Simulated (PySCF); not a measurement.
Estimate the missing entries of this data sheet.

Species: C₆H₁₀O₅.
SMILES with atom numbers: `[CH3:1][O:2][CH2:3][CH2:4][O:5][C:6](=[O:7])[C:8](=[O:9])[O:10][CH3:11]` (hydrogens: H12, H13, H14 on C1; H15, H16 on C3; H17, H18 on C4; H19, H20, H21 on C11)

```csv
property,level,value
point group of the GFN2-xTB geometry,GFN2-xTB,C1
"rotational constants A, B, C of the GFN2-xTB geometry",GFN2-xTB,?
dipole moment,PBE0/pcSseg-1,?
HOMO energy,PBE0/pcSseg-1,?
LUMO energy,PBE0/pcSseg-1,?
13C chemical shifts (computed TMS as zero) by class,GIAO PBE0/pcSseg-1,?
1H chemical shifts (computed TMS as zero) by class,GIAO PBE0/pcSseg-1,?
"isotropic shieldings of nuclei other than C and H, by class",GIAO PBE0/pcSseg-1,?
```

The electronic properties come from PySCF, for the isolated species, density fitting. NMR classes are plain means over equivalent atoms (diastereotopic ones count apart unless rotation or inversion swaps them), as if these changed places fast; in this geometry the members of some classes differ.

(1) Give the rotational constants A, B, C of the GFN2-xTB geometry.

(2) The HOMO energy?

(3) Give the LUMO energy.

(4) Give the 1H chemical shifts (computed TMS as zero) by class.

(5) Give the dipole moment.

(6) Give the 13C chemical shifts (computed TMS as zero) by class.

(7) What are the isotropic shieldings of nuclei other than C and H, by class?

Answers

(1) 3.427, 0.405, 0.389 GHz.

(2) -7.65 eV.

(3) -1.65 eV.

(4) 4.55 (H17/H18), 4.02 (H19/H20/H21), 3.62 (H15/H16), 3.58 (H12/H13/H14) ppm.

(5) 1.29 D.

(6) 164.5 (C8), 163.9 (C6), 71.6 (C3), 66.9 (C4), 61.8 (C1), 55.0 (C11) ppm.

(7) -105 (O9), -99 (O7), 130 (O5), 142 (O10), 322 (O2) ppm.

The dipole matches unit charges of opposite sign 0.27 Å apart (1 e·Å = 4.8032 D). With B = h/(8π²I), that is 505.379 GHz u Å² over I, the principal moments of inertia are 147.5, 1248.3 and 1300.7 u Å² (most abundant isotopes). The rotational constants make it an asymmetric top with κ = (2B − A − C)/(A − C) = -0.99, nearer the prolate limit (−1).

For the NMR shielding job (PBE0/pcSseg-1), the run took about 2.6 min of CPU time (one thread, shared machine).

One conformer stands for the species.
